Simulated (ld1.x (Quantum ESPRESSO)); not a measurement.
# phosphorus (P), ultrasoft: configuration errors across variants

phosphorus, ultrasoft, made with ld1.x (Quantum ESPRESSO) 7.5 (PBE, non-relativistic). Core [Ne], reference 3s2 3p3. Waves: 3s (bound): rcut 1.10, rcutus 1.55 bohr; 3s channel at 1.25 Ry: rcut 1.10, rcutus 1.55 bohr; 3p (bound): rcut 1.55, rcutus 1.95 bohr; 3p channel at 1.8 Ry: rcut 1.55, rcutus 1.95 bohr; 3d channel at 0.15 Ry: rc 2.05 bohr. Local part: the d channel. Core correction: Bessel-smoothed model core, default radius (core density twice the valence density). Augmentation charge: PSQ, radius 1.15 bohr.

All-electron excitation energies from the reference (eV): (1) 3s2 3p2 9.742; (2) 3s2 3p1 28.901; (3) 3s2 3p0 58.651; (4) 3s2 3p3.3 -1.310; (5) 3s2 3p2.5 3.781; (6) 3s1 3p0 110.532; (7) 3s1 3p4 8.447.

The default core radius of the base comes out at 0.99 bohr.

Errors AE − PS in meV (a dash: test not solved or not reliable):

```tsv
change	(1)	(2)	(3)	(4)	(5)	(6)	(7)	bound ghosts
base	+0.6	+3.9	+13	0.0	+0.1	-15	-1.4	none
core correction none	-0.8	-4.9	-8.9	-0.1	-0.1	+68	+0.3	none
core correction Bessel-smoothed model core inside 0.62 bohr	+0.5	+3.6	+11	0.0	+0.1	-24	-1.7	none
core correction Bessel-smoothed model core inside 0.90 bohr	+0.6	+3.8	+12	0.0	+0.1	-20	-1.5	none
core correction Bessel-smoothed model core inside 1.28 bohr	+0.7	+5.8	+25	0.0	+0.1	+75	+0.7	none
core correction Bessel-smoothed model core inside 1.44 bohr	+0.4	+2.7	+13	0.0	+0.1	+75	+1.0	none
core correction Bessel-smoothed model core inside 1.68 bohr	-0.5	-3.9	-15	0.0	-0.1	-44	+0.9	none
core correction Bessel-smoothed model core inside 1.86 bohr	-0.6	-4.2	-14	0.0	-0.1	-9.1	+2.9	none
```

(1) Give the same row for: core correction Bessel-smoothed model core inside 1.10 bohr.

Results:

(1) +0.6, +4.5, +16, 0.0, +0.1, +5.4, -0.8; bound ghosts: none.
